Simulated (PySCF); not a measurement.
Te(NH2)(SeH) (H3NSeTe), SMILES [SeH][Te]N.

Geometry: B3LYP-D3(BJ)/def2-SVP. The def2 effective core potentials stand for the cores of Te; spin–orbit coupling is left out. The values are those of a single conformer.

Level of theory: PBE/def2-TZVPD (PySCF).

Gas-phase values at a fixed geometry.

Computed frontier levels, gap, dipole moment and polarisability:
```json
{
  "highest_occupied_level": "-5.41 eV",
  "lowest_empty_level": "-2.54 eV",
  "orbital_gap": "2.87 eV",
  "dipole_moment": "1.89 D",
  "quadrupole, principal values (traceless, Buckingham form, about the centre of nuclear charge)": "-5.33, -1.03, 6.36 D·Å",
  "mean_static_polarisability": "88.3 bohr³ (13.08 Å³)",
  "polarisability_principal_values": "70.5, 78.6, 115.8 bohr³"
}
```
